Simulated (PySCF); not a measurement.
The numbers are results of PySCF 2.14.0 with ωB97X-D3(BJ)/def2-TZVP // PBE0-D3(BJ)/def2-TZVP, not measurements. All species are isolated molecules in the gas phase. Excitations are Tamm–Dancoff values on a coarser integration grid. The basis has no diffuse functions, so Rydberg states are missing or too high.

Reference species (SMILES): `C=NC` (neutral, multiplicity 1).

S1 excitation (TDA): 5.18 eV
brightest of the four lowest singlets (TDA): 8.67 eV
HOMO: -9.89 eV

Changed species: `[H]/N=C/C`.

Question: Give the shifts of the S1 excitation (TDA), brightest of the four lowest singlets (TDA) and HOMO.

Answer: the S1 excitation (TDA) increases by 0.48 eV, to 5.66 eV; the brightest of the four lowest singlets (TDA) rises by 0.24 eV, to 8.91 eV; the HOMO decreases by 0.27 eV, to -10.16 eV.
